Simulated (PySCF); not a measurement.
**Two-component Hartree-Fock for As (arsenic, neutral)**

Start: [Ar] 3d10 4s2 4p3; 4p1/2 filled at m_j = -1/2, +1/2; 4p3/2 filled at m_j = +3/2. Calculated with PySCF 2.14 in x2c-TZVPall-2c with one added diffuse shell each of s, p, d type (7s8p5d1f, 63 functions): generalised Hartree-Fock with the X2C-1e Hamiltonian and a Gaussian nucleus; one run each with spin-orbit coupling (SO) switched off, then screened by Boettger's factors.

| spinor shell | electrons | ε, spin-free (eV) | ε, screened SO (eV) | weight of nominal j (screened SO) | rms radius, screened SO (bohr) |
| --- | --- | --- | --- | --- | --- |
| 1s1/2 | 2 | -11944.8 | -11944.5 | 1.000 | 0.0524 |
| 2s1/2 | 2 | -1572.3 | -1572.3 | 1.000 | 0.219 |
| 2p1/2 | 2 | -1373.8 | -1398.8 | 1.000 | 0.194 |
| 2p3/2 | 4 | -1373.8 | -1361.7 | 1.000 | 0.197 |
| 3s1/2 | 2 | -225.27 | -225.25 | 1.000 | 0.639 |
| 3p1/2 | 2 | -161.55 | -165.21 | 0.998 | 0.660 |
| 3p3/2 | 4 | -161.55 | -159.77 | 0.999 | 0.670 |
| 3d3/2 | 4 | -56.345 | -56.819 | 0.978 | 0.749 |
| 3d5/2 | 6 | -56.345 | -56.009 | 0.985 | 0.751 |
| 4s1/2 | 2 | -19.194 | -19.190 | 1.000 | 2.15 |
| 4p1/2 | 2 | -10.052 | -10.112 | 0.538 | 2.72 |
| 4p3/2 | 1 | -10.052 | -9.933 | 1.000 | 2.75 |

```
   quantity    spin-free  screened SO
E (hartree)  -2258.96304  -2259.05821
        M_J          3/2          3/2
       ⟨J²⟩        3.751        3.751
       ⟨L²⟩        0.000        0.009
       ⟨S²⟩        3.751        3.743
```

Each row is a mean over spinors that exchange with the open shell spreads, by up to 6.991 eV (4s1/2).

Rows whose weight is well below 1 are mixtures of j = l ± 1/2: exchange outweighs spin-orbit coupling there, and the label is only the starting occupation.

Without spin-orbit coupling the j labels of p, d and f shells carry no meaning; the spin-free column gives the mean over the occupied spinors of each nl shell.
